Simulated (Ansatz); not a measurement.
Input for Ansatz (a quantum-chemistry and plane-wave program):
Ansatz 0.2 input:
```yaml
crystal:
  periodic: [false, false, false]
  atoms:
    - {symbol: N, position_ang: [-0.00000000, -0.00000000, -0.61625478]}
    - {symbol: O, position_ang: [0.00000000, 0.00000000, 0.53922293]}
basis:
  gaussian:
    orbitals: STO-3G
hamiltonian:
  xc: pbe
magnetization: {spin_polarized: true, initial_magnetization: 1}
```

Problem. What is the computed total energy (Ansatz with PBE/STO-3G)?

Solution. -127.9975 Eh

Problem. Predict the <S^2> from PBE/STO-3G.

Solution. 0.750

Problem. Estimate the number of basis functions that PBE/STO-3G returns for this input.

Solution. 10
